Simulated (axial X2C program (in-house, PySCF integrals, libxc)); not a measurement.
## InH: properties at the nuclei

Computed with an axial X2C code built on PySCF integrals: two-component X2C with atomic mean-field Coulomb and Gaunt terms, Gaussian nuclei, basis In dyall-cv3z, H dyall-v3z with contracted cores.

R = 1.850 Å (near the PBE0 minimum at charge 0 of the determinant lowest at the starting distance; the state shown can have its own minimum elsewhere).

Determinant lowest in the PBE0 search, Ω = 0 (closed shell), highest spinor 46% In p, 27% H s, 22% In s:

```tsv
level	qzz In (a.u.)	qzz H (a.u.)	μ (D)
PBE0	-6.84	0.06	-0.79
HF	-6.88	0.06	-0.56
TPSSh	-6.78	0.06	-0.82
r2SCAN	-6.92	0.06	-0.79
BP86	-6.77	0.06	-0.88
```

qzz is the electric field gradient, eQq0 = 234.96 MHz × Q/barn × qzz; μ is positive if the H end (last atom) is positive. The operators were transformed with the bare-nucleus X2C matrices; with these basis sets, hyperfine constants and field gradients can be off by tens of per cent, and where levels differ in sign neither size nor sign is settled.

Task: With Q(115In) = 0.772 barn (Q from Pyykkö, Mol. Phys. 2018), turn the PBE0 values of the first state into constants in MHz.

Result: eQq0(115In) = 234.96 × (0.772) × (-6.84) = -1240 MHz.

Each state is one determinant with collinear spin. The search compared states at one distance, so a state with another bond length can lie lower. Further determinants of the search, some of them spin-mixed, are not shown.
